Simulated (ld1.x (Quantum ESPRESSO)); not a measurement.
## u(r) = r·R(r): atom against pseudo-atom (W (Z = 74))

Columns: radius, all-electron u(r) and pseudo u(r) of the 5d shell (level -5.22 eV) of tungsten in the configuration [Xe] 4f14 5d4 6s1.5 6p0.5; PBE, scalar-relativistic, TM scheme, ld1.x (Quantum ESPRESSO) 7.5.

```json
{"r (bohr)": "0.145", "all-electron": "0.1871", "pseudo": "0.0039"}
{"r (bohr)": "0.290", "all-electron": "-0.2259", "pseudo": "0.0296"}
{"r (bohr)": "0.435", "all-electron": "-0.3098", "pseudo": "0.0916"}
{"r (bohr)": "0.580", "all-electron": "-0.0989", "pseudo": "0.1922"}
{"r (bohr)": "0.725", "all-electron": "0.1728", "pseudo": "0.3205"}
{"r (bohr)": "0.870", "all-electron": "0.4033", "pseudo": "0.4565"}
{"r (bohr)": "1.015", "all-electron": "0.5681", "pseudo": "0.5786"}
{"r (bohr)": "1.160", "all-electron": "0.6718", "pseudo": "0.6709"}
{"r (bohr)": "1.305", "all-electron": "0.7271", "pseudo": "0.7269"}
{"r (bohr)": "1.450", "all-electron": "0.7472", "pseudo": "0.7492"}
{"r (bohr)": "1.595", "all-electron": "0.7430", "pseudo": "0.7453"}
{"r (bohr)": "1.740", "all-electron": "0.7228", "pseudo": "0.7243"}
{"r (bohr)": "1.885", "all-electron": "0.6929", "pseudo": "0.6934"}
{"r (bohr)": "2.030", "all-electron": "0.6572", "pseudo": "0.6572"}
{"r (bohr)": "2.175", "all-electron": "0.6187", "pseudo": "0.6187"}
{"r (bohr)": "2.320", "all-electron": "0.5792", "pseudo": "0.5792"}
{"r (bohr)": "2.465", "all-electron": "0.5401", "pseudo": "0.5401"}
{"r (bohr)": "2.610", "all-electron": "0.5019", "pseudo": "0.5019"}
{"r (bohr)": "2.755", "all-electron": "0.4653", "pseudo": "0.4653"}
{"r (bohr)": "2.900", "all-electron": "0.4304", "pseudo": "0.4304"}
{"r (bohr)": "3.045", "all-electron": "0.3974", "pseudo": "0.3974"}
{"r (bohr)": "3.190", "all-electron": "0.3664", "pseudo": "0.3664"}
{"r (bohr)": "3.335", "all-electron": "0.3374", "pseudo": "0.3374"}
{"r (bohr)": "3.480", "all-electron": "0.3103", "pseudo": "0.3103"}
{"r (bohr)": "3.625", "all-electron": "0.2851", "pseudo": "0.2851"}
{"r (bohr)": "3.770", "all-electron": "0.2617", "pseudo": "0.2617"}
```

(1) How many radial nodes do the two functions have?

(2) At about which radius was the pseudo-wave matched?

(3) Where does each function peak?

(4) Is the pseudo-wave norm-conserving?

## Answers

(1) The all-electron 5d function has n − l − 1 = 2; the pseudo-wave has 0, since the states of the same l below it are removed with the core.

(2) 2.30 bohr. The columns agree to 0.0005 from 2.03 bohr on; several derivatives are matched, so the curves merge somewhat inside the radius.

(3) Outermost all-electron maximum near 1.45 bohr, pseudo maximum near 1.45 bohr (to the table’s step).

(4) Yes: the TM scheme keeps the norm inside the radius equal to the all-electron one, which fixes the energy derivative of the logarithmic derivative at the level.
